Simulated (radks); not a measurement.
Task: The mean radii <r> (bohr) of the occupied orbitals of an atom or ion are listed with their occupations. Calculated with a radial shooting solver on a logarithmic mesh with Libxc functionals: scalar-relativistic Kohn-Sham, r2SCAN, spin-polarised, spherical densities, finite nucleus; meta-GGA in the generalised Kohn-Sham scheme; Fermi nuclear charge, rms radius of each element as measured or else 0.836 A^(1/3) + 0.57 fm.

| orbital | occ. | <r> |
|---|---|---|
| 1s up | 1 | 0.02163 |

Name the element and its charge. Open shells, if any, are filled with parallel spins first.

Result: Z = 64, gadolinium, charge +63: Gd63+ in 1s1. The 1s radius gives Z: for a bare nucleus <r> = (2 gamma + 1)/(2Z) with gamma = sqrt(1 - (Z/c)^2), 0.02163 bohr for Z = 64, and the self-interaction of the functional makes it slightly larger (0.02163 here). The occupations add up to 1, and the charge is Z minus that.
